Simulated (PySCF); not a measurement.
VOCl3, SMILES [O]=[V]([Cl])([Cl])[Cl], multiplicity 1.

Geometry: PBE-D3(BJ)/def2-SVP. The multiplicity is an assumed one; other spin states were not compared.

Level of theory: TDDFT-PBE0/def2-SVPD run with PySCF.

Vertical excitations; the highest root listed may be one member of a degenerate set. Gas-phase values at a fixed geometry. State labels are in the subgroup Cs.

```
state  symmetry  energy (eV)  λ (nm)      f                                                main pairs
-----  --------  -----------  ------  -----  --------------------------------------------------------
S1           A"         3.42     363  0.000                      HOMO−2→LUMO 49 %, HOMO−1→LUMO+1 49 %
S2           A"         3.46     358  0.000  HOMO−1→LUMO+1, HOMO−2→LUMO, HOMO→LUMO+1 (degenerate set)
S3           A'         3.46     358  0.000    HOMO−1→LUMO, HOMO−2→LUMO+1, HOMO→LUMO (degenerate set)
S4           A'         3.55     350  0.001                      HOMO−2→LUMO+1 49 %, HOMO−1→LUMO 49 %
S5           A'         3.78     328  0.024                                HOMO→LUMO (degenerate set)
S6           A"         3.78     328  0.024                              HOMO→LUMO+1 (degenerate set)
S7           A"         4.16     298  0.005                              HOMO−3→LUMO (degenerate set)
S8           A'         4.16     298  0.005                            HOMO−3→LUMO+1 (degenerate set)
S9           A"         4.44     279  0.000                      HOMO−4→LUMO 46 %, HOMO−5→LUMO+1 46 %
S10          A'         4.61     269  0.001                      HOMO−5→LUMO 42 %, HOMO−4→LUMO+1 42 %
T1           A'         3.18     389      0    HOMO→LUMO, HOMO−2→LUMO+1, HOMO−1→LUMO (degenerate set)
T2           A"         3.19     389      0  HOMO→LUMO+1, HOMO−1→LUMO+1, HOMO−2→LUMO (degenerate set)
T3           A"         3.26     381      0                      HOMO−2→LUMO 50 %, HOMO−1→LUMO+1 50 %
T4           A'         3.31     375      0                      HOMO−1→LUMO 46 %, HOMO−2→LUMO+1 46 %
```
Triplets are in the Tamm–Dancoff approximation, which puts them higher than full response would, so one can lie above its singlet here.
